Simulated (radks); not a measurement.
Problem. Nb IV, configuration [Kr] 4d2 (the NIST ground configuration). Method: scalar-relativistic Kohn-Sham, SCAN, spin-unpolarised, spherical densities, finite nucleus; meta-GGA in the generalised Kohn-Sham scheme; Fermi nuclear charge, rms radius 4.324 fm; computed with a radial shooting solver on a logarithmic mesh with Libxc functionals. Some entries of the table are withheld. Estimate them.

orbital,occ.,eigenvalue (eV),<r> (bohr)
1s,2,-18881.93,0.03610
2s,2,-2681.276,0.1579
2p,6,(1),0.1377
3s,2,(2),0.4420
3p,6,-384.1718,0.4450
3d,10,-230.1638,0.4328
4s,2,-90.7521,1.150
4p,6,-65.6490,1.273
4d,2,(3),1.704

Solution. 
(1) 2p eigenvalue (eV): -2394.462
(2) 3s eigenvalue (eV): -478.9273
(3) 4d eigenvalue (eV): -30.2034
